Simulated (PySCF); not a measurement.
# A search over the determinants of GaH⁺

Unrestricted PBE0; PySCF, scalar-relativistic core potentials, basis sets Ga aug-cc-pVDZ-PP with ECP10, H aug-cc-pVDZ. Outer shells of the fragments: Ga+ 3d10 4s2; H 1s1.

Followed along the bond (rough minima from three points):

| 2Ms+1 | unpaired | ⟨S²⟩ at the start | R at minimum (Å) | Te (eV) |
| --- | --- | --- | --- | --- |
| 2 | σ ↑ | 0.76 | 1.69 | 0.00 |
| 4 | σ ↑↑, π ↑ | 3.75 | none in the scan | ≤ 6.41 |

Solutions found at the starting distance of 1.625 Å, counted from the lowest of them; the search is not exhaustive and high or unbound solutions are not listed, so other states can lie among these:

```json
{"2Ms+1": "2", "unpaired": "σ ↑", "term": "²Σ⁺", "E (eV)": "0.00", "⟨S²⟩": "0.76", "⟨Lz²⟩": "0.00", "μ (D)": "0.40"}
{"2Ms+1": "2", "unpaired": "π ↑", "term": "²Π", "E (eV)": "4.06", "⟨S²⟩": "0.81", "⟨Lz²⟩": "1.00", "μ (D)": "0.18"}
{"2Ms+1": "4", "unpaired": "σ ↑↑, π ↑", "term": "⁴Π", "E (eV)": "7.04", "⟨S²⟩": "3.75", "⟨Lz²⟩": "1.00", "μ (D)": "1.83"}
```

A term symbol is given only where ⟨S²⟩ and ⟨Lz²⟩ are close to those of a pure state; real π, δ and φ orbitals otherwise mix terms. A positive dipole points towards H; it is taken about the centre of mass and depends on that origin.

Spin–orbit coupling is left out. Counting both spins, an empty level lies below a filled one in some of these solutions, because spin and occupation are held.
